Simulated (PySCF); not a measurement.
OsO3, SMILES [O]=[Os](=[O])=[O] (connectivity only; charge and spin as stated), neutral, multiplicity 3.

Geometry: PBE0-D3(BJ)/def2-TZVP. A frequency run showed that this geometry is not a minimum. The spin state was assumed, not searched. The def2 effective core potentials stand for the cores of Os; spin–orbit coupling is left out.

Calculation: PBE0-D3(BJ)/def2-TZVP (PySCF).

Frequencies are harmonic and unscaled.

Question: Estimate the vibrational spectrum. (Estimate from the structure and the level; the computed values follow.)

Answer: 
```tsv
mode	ν (cm⁻¹)	IR (km/mol)	moving atoms (share of kinetic energy)
1	106i	40.4	O 80 %, Os 20 %
2	55	50.2	O 91 %, Os 9 %
3	296	1.8	O 91 %, Os 9 %
4	909	70.4	O 90 %, Os 10 %
5	956	351.5	O 89 %, Os 11 %
6	1029	21.1	O 99 %
```
